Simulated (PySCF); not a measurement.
CH3BBr2, SMILES CB(Br)Br. Geometry: PBE-D3(BJ)/def2-SVP.

Computed equilibrium geometry at PBE-D3(BJ)/def2-SVP (PySCF confirms it by a frequency run) as bond lengths and angles, and its point group:
point group Cs.
Atoms: B1 Br2 Br3 C4 H5 H6 H7. Bonded distances (Å): B1–Br2 1.924, B1–Br3 1.924, B1–C4 1.562, C4–H5 1.107, C4–H6 1.115, C4–H7 1.107. Angles (°): Br2–B1–Br3 118.0, Br2–B1–C4 121.0, Br3–B1–C4 121.0, B1–C4–H5 112.8, B1–C4–H6 107.4, B1–C4–H7 112.8, H5–C4–H6 106.6, H5–C4–H7 110.2, H6–C4–H7 106.6.
Charge 0, spin multiplicity 1.
